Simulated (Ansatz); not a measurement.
`C=C[SiH2]O[SiH](F)F` → `F[Si]F` + `C=C[SiH2]O`  (silylene formation by 1,1-elimination)

Gas-phase electronic energies from Ansatz, PBE0-D4/def2-TZVP geometries. CBS: MP2 limit from def2 TZ/QZ plus the TZ coupled-cluster correction, frozen cores. This one scheme is used for every species. Functionals use def2-TZVPP. B3LYP here is the variant with VWN-RPA as its local correlation; programs differ in this. Each species was taken in one conformer, which may not be the lowest.

`C=C[SiH2]O[SiH](F)F`:

Z-matrix (Å, degrees):
```
Si
C 1 1.849
O 1 1.647 2 110.1
H 1 1.486 2 110.7 3 120.5
H 1 1.484 2 111.1 3 -118.5
C 2 1.330 1 124.2 3 0.3
H 2 1.090 1 117.6 3 -179.5
Si 3 1.597 1 154.0 2 74.7
H 6 1.086 2 121.9 1 -179.8
H 6 1.086 2 122.1 1 0.2
F 8 1.584 3 109.6 1 -86.6
F 8 1.582 3 110.5 1 30.6
H 8 1.464 3 111.6 1 152.6
```

`F[Si]F`:

Cartesian coordinates in Å:
```
F -0.053 0.395 -1.215
Si -0.502 -0.456 0.065
F 0.555 0.061 1.150
```

`C=C[SiH2]O`:

```xyz
10

C    -1.406   -0.835   -0.133
C    -0.587   -0.014   -0.787
Si    0.896    0.772    0.007
O     1.143    0.188    1.529
H    -1.248   -1.076    0.914
H    -2.269   -1.294   -0.607
H    -0.798    0.198   -1.835
H     2.085    0.532   -0.860
H     0.702    2.235    0.164
H     1.481   -0.706    1.607
```

```
             level  ΔE (kJ/mol)
         r2SCAN-D4        301.6
           ωB97X-V        291.4
             B3LYP        263.2
     HF/def2-TZVPP        306.3
SCS-MP2/def2-TZVPP        293.6
     HF/def2-QZVPP        308.0
      HF/CBS(def2)        308.2
     MP2/CBS(def2)        303.1
```

(1) What does CCSD(T)/CBS give? (An estimate is asked.)

Largest T1 diagnostic among the species: 0.015.

Answers

(1) Computed: +289.7 kJ/mol. The listed levels differ from it by 11.9, 1.7, -26.5, 16.6, 3.9, 18.3, 18.5, 13.4 kJ/mol.

From PBE to PBE0 (25 % exact exchange), in def2-TZVPP and without D4, ΔE moves by +25.7 kJ/mol. In def2-TZVPP, CCSD(T) changes the Hartree–Fock value by −20.9 kJ/mol (the triples alone add −2.5 kJ/mol) and MP2 by −7.5 kJ/mol.
